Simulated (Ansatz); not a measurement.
**A rate constant, worked out**

An elementary step of SnNH₅O, closed shell (SnNH₅O ([NH2][SnH2][OH]) → SnNH₃ ([NH][SnH2]) + H₂O (still joined by a long Sn–O bond); Sn–O, N–H broken or loosened, O–H formed or tightened). The start structure is the reactant molecule, and the electronic barrier above it is 2.212 eV by CCSD(T) at an estimated basis limit (MP2 extrapolated from triple and quadruple zeta, plus CCSD(T) − MP2 in triple zeta). Computed with Ansatz 0.2.0 (basis: def2-TZVPP and def2-QZVPP); correlated methods freeze the cores. Filled d shells of the heavier atoms are correlated. Core potentials replace the inner electrons of the atoms past krypton. The def2 sets are not built for correlating such inner shells, so the correlated values are less sure here. Extrapolation: Hartree–Fock as exp(−7.88 √X), correlation as X^−2.97. Harmonic wavenumbers at PBE0-D4/def2-TZVP (Ansatz 0.2.0), in cm⁻¹:

Start: 128, 178, 197, 396, 506, 541, 599, 617, 667, 683, 831, 857, 1568, 1950, 1997, 3552, 3649, 3899.

Saddle: 342i, 274, 320, 400, 432, 496, 570, 690, 706, 723, 926, 1074, 1466, 1893, 1933, 2214, 3522, 3838.

Task: Work out the transition-state-theory rate constant at 600 K from these numbers alone (harmonic vibrations; rotation, path degeneracy and anharmonicity left out), and the Wigner tunnelling factor. Use 1 cm⁻¹ = 1.2398 × 10⁻⁴ eV and k_B = 8.617 × 10⁻⁵ eV/K.

Result: Zero-point energies, half the sums: start 22815/2 cm⁻¹ = 1.4143 eV; saddle, real modes only, 21477/2 cm⁻¹ = 1.3314 eV.
Barrier with zero-point energy: 2.212 + 1.3314 − 1.4143 = 2.1291 eV.
k_BT = 0.05170 eV, so the barrier is 41.18 k_BT.
Vibrational partition functions from the zero-point level, ln q = −Σ ln(1 − exp(−hν/k_BT)): start 5.823, saddle 3.793.
k = (k_BT/h) exp(ln q‡ − ln q) exp(−E0/k_BT), with log₁₀(k_BT/h in s⁻¹) = 13.10: log₁₀ k = 13.10 + (-2.030 − 41.18)/2.3026 = -5.67, so k ≈ 2 × 10^(-6) s⁻¹.
Wigner factor: 1 + (hν‡/k_BT)²/24 = 1 + (0.82)²/24 = 1.03. A change of 1 kcal/mol (0.043 eV) in the barrier would change k by a factor of 2.3 at this temperature.

T1 diagnostic: at most 0.021.

Labels in which every atom is bracketed show which atoms are joined, not bond orders.

For scale, one of the runs: CCSD(T)/def2-TZVPP, 182 basis functions, launched by `ansatz run in.yaml --threads 4 --pin off --events-out ev --progress --plain --max-ram 9574MiB`. Time: 45 s of wall clock on 4 CPU threads of an Arm Neoverse V2; the host was shared. Peak host memory: 2.1 GiB.
